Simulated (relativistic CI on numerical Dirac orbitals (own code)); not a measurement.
**What each ingredient does to the levels of Tl75+**

Base calculation: Dirac-Coulomb-Breit CI, orbitals from a KLI potential per configuration, a model potential for QED, unscaled Slater integrals.

Configuration list (outside the closed core 1s2): 2s²2p², 2s2p³, 2p⁴, 2p³3s, 2s²2p3s, 2p³3p, 2s²2p3p, 2p³3d, 2s²2p3d, 2s2p²3s, 2s2p²3p, 2s2p²3d, 2s²2p4s, 2s²2p4p, 2s²2p4d, 2s²2p4f. Levels of other configurations are missing.

Variants: (1) valence Slater integrals scaled by 0.9; (2) configuration mixing switched off. Shifts of the energy above 2s²2p² ³P0, in eV, for the lowest level and the first level of each name with at least 55 % of one term (blank where a level changes its place among those of its configuration and J or its character, or is not in the variant):

| Level | Base | Δ(1) | Δ(2) |
| --- | --- | --- | --- |
| 2s²2p² ³P0 | 0.0 | 0.0 | 0.0 |
| 2s²2p² ³P1 | 2157.4 | +3.4 | -1.4 |
| 2s²2p² ¹D2 | 2175.6 | +0.5 | -1.4 |
| 2s²2p² ³P2 | 4364.6 | +3.0 | +3.8 |
| 2s²2p² ¹S0 | 4436.8 | -2.9 | +5.7 |
| 2s2p³ ³D°3 | 4682.9 | +4.7 | -2.7 |
| 2s2p³ ³P°0 | 4758.4 | -0.2 | -2.9 |
| 2s2p³ ¹D°2 | 4792.3 | -5.3 | -2.2 |
| 2s2p³ ³P°1 | 4797.5 | -4.8 | -2.7 |
| 2p⁴ ³P2 | 5166.2 | +0.6 | -8.8 |
| 2p⁴ ¹S0 | 5241.2 | -5.8 | -10.8 |
| 2p⁴ ³P1 | 7344.2 | +3.1 | -3.7 |
| 2p⁴ ¹D2 | 7362.8 | +0.1 | -3.5 |
| 2p⁴ ³P0 | 9585.6 | -0.8 | -4.8 |
| 2s²2p3s ³P°0 | 12913.3 | +2.1 | +1.3 |
| 2s²2p3s ³P°1 | 12917.1 | +1.5 | +0.5 |
| 2s²2p3p ³D1 | 13015.6 | +3.7 | +0.2 |
| 2s²2p3p ³P0 | 13073.6 | -1.5 | +1.3 |
| 2s2p²3s ³P0 | 13285.1 | -3.4 | -4.7 |
| 2s²2p3d ³F°2 | 13751.2 | +2.9 | -0.9 |
| 2s²2p3s ³P°2 | 15130.0 | +3.2 | +7.3 |
| 2s²2p3s ¹P°1 | 15140.4 | +2.2 | +7.2 |

At this charge energies of transitions that change n are usually good to better than 1 %, and those within a shell (Δn = 0) to a few per cent.

Ionisation energy from the two ground configurations alone: base 22781.9 eV. The NIST ASD value (theoretical) is 22780 eV.

LS names give the leading component of a level, which can be under half, so a name can repeat, a term be missing and a line seem to break the LS rules.
